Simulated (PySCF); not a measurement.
Molecule: SMILES CNc1ccccc1, C7H9N.

Numbering as in the mapped SMILES `[CH3:1][NH:2][c:3]1[cH:4][cH:5][cH:6][cH:7][cH:8]1`; H(Xn) means a hydrogen on atom n.

Geometry PBE0-D3(BJ)/def2-SVP throughout; GIAO in PySCF 2.14, gas phase, one conformer, non-relativistic; equivalent atoms averaged; functional PBE0.

For orientation, def2-TZVP gives these shifts δ (against TMS at the same level): C3 153.2, C5/C7 134.7, C6 120.1, C4/C8 114.0, C1 30.1, H(C5)/H(C7) 7.39, H(C6) 6.83, H(C4)/H(C8) 6.58, H(N2) 3.10 ppm.

A run gave: C3 139.4, C5/C7 125.3, C6 112.9, C4/C8 107.5, C1 29.0, H(C5)/H(C7) 7.14, H(C6) 6.64, H(C4)/H(C8) 6.36, H(N2) 2.45 ppm (shifts δ (against TMS at the same level)).

Which basis set was used in that run?
A. aug-cc-pVDZ
B. 6-311+G(2d,p)
C. pcSseg-0
D. 6-31G

Answers

D. C3 tells them apart best: 6-31G gives 139.4, pcSseg-0 gives 154.1, 6-311+G(2d,p) gives 151.2, aug-cc-pVDZ gives 146.5 ppm.
